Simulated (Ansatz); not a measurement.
Complex (SMILES): F (HF) with S (H2S), atoms 1 to 2 the first; geometry from B3LYP-D3(BJ)/def2-TZVP, monomers rigid:
```xyz
5

F      1.0514    -0.0999    -0.0372
H      0.2433     0.3752     0.0204
S     -1.5978     1.6545     0.0327
H     -1.5779     1.8425    -1.2976
H     -0.9121     2.7859     0.2673
```

Basis-set convergence of the counterpoise-corrected interaction energy at MP2 with Ansatz (a first-principles code). Cartesian d functions, on some or all atoms, in 6-31G*, 6-31+G*, 6-31G**, 6-311G**, 6-311+G**; all else is spherical. Cores are frozen. No added dispersion term, no relativity. Functions are those of the species that has most. Reference: Hartree-Fock in aug-cc-pV(Q+d)Z plus the correlation part extrapolated as X^-3 from aug-cc-pV(T+d)Z and aug-cc-pV(Q+d)Z, -5.44 kcal/mol, itself unsure by roughly 0.05 kcal/mol (a third of the extrapolation step and of the last Hartree-Fock step).

| basis | functions | counterpoise-corrected interaction energy (kcal/mol) |
|---|---|---|
| STO-3G | 17 | 1.85 |
| 3-21G | 28 | -0.74 |
| def2-SV(P) | 38 | -4.04 |
| 6-31G* | 40 | -2.74 |
| pcseg-1 | 47 | [?] |
| 6-31+G* | 48 | -3.90 |
| 6-31G** | 49 | -2.86 |
| cc-pV(D+d)Z | 52 | [?] |
| 6-311G** | 63 | -2.74 |
| 6-311+G** | 71 | -4.00 |
| def2-SVPD | 74 | -4.38 |
| aug-pcseg-1 | 77 | -4.39 |
| 6-311++G(2d,2p) | 92 | -4.79 |
| jun-cc-pV(T+d)Z | 129 | -4.96 |
| aug-pcseg-2 | 165 | [?] |
| def2-QZVPP | 217 | -5.12 |
| pcseg-3 | 223 | [?] |
| pcseg-4 | 389 | -5.33 |

**Question.** Some entries are withheld; supply them.

**Answer.** 
- pcseg-1, counterpoise-corrected interaction energy (kcal/mol): -2.97
- cc-pV(D+d)Z, counterpoise-corrected interaction energy (kcal/mol): -3.28
- aug-pcseg-2, counterpoise-corrected interaction energy (kcal/mol): -4.94
- pcseg-3, counterpoise-corrected interaction energy (kcal/mol): -5.21
